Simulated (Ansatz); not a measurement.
Relaxation of BrClH7HfN3 (13 atoms, charge 0, multiplicity 1), to a largest force component of 0.03 eV/Å in at most 50 steps.

Level of theory: Ansatz 0.2.0, RKS PBE/def2-SVP.

```xyz
13
Properties=species:S:1:pos:R:3
Hf -0.646 -0.283 -0.227
Cl 0.494 1.653 2.732
N 1.348 -0.490 0.097
H 2.028 -1.082 -0.392
H 1.812 -0.021 0.889
N -0.976 1.561 -1.014
H -1.914 1.948 -1.185
H -0.288 2.301 -1.197
N -1.065 -1.567 -1.737
H -1.104 -2.588 -1.608
H -1.321 -1.354 -2.707
Br -2.259 -0.920 1.815
H -0.538 0.843 3.006
```

Problem. Where does it end, and by what steps?

Solution. The forces met the threshold. After 8 steps the energy has fallen by 0.080 eV; H13 moved furthest, 0.29 Å.

| step | energy less start (eV) | largest force component (eV/Å) | accepted |
| --- | --- | --- | --- |
| 0 | 0.0000 | 0.612 | yes |
| 1 | -0.0433 | 0.459 | yes |
| 2 | -0.0680 | 0.374 | yes |
| 3 | -0.0720 | 0.411 | yes |
| 4 | -0.0761 | 0.301 | yes |
| 5 | -0.0782 | 0.200 | yes |
| 6 | -0.0794 | 0.144 | yes |
| 7 | -0.0799 | 0.091 | yes |
| 8 | -0.0802 | 0.016 | yes |

```xyz
13
Properties=species:S:1:pos:R:3
Hf -0.621 -0.278 -0.227
Cl 0.400 1.596 2.792
N 1.370 -0.494 0.099
H 2.058 -1.101 -0.356
H 1.826 0.021 0.865
N -0.960 1.571 -1.000
H -1.902 1.951 -1.158
H -0.279 2.319 -1.170
N -1.098 -1.575 -1.713
H -1.106 -2.596 -1.594
H -1.385 -1.359 -2.673
Br -2.109 -0.806 1.859
H -0.623 0.750 2.749
```

Whether the end is a true minimum wasn't checked by a vibrational analysis.

Time of the run: 32 s on 4 threads of Arm Neoverse V2, with other jobs on the host, peak memory 0.26 GiB.
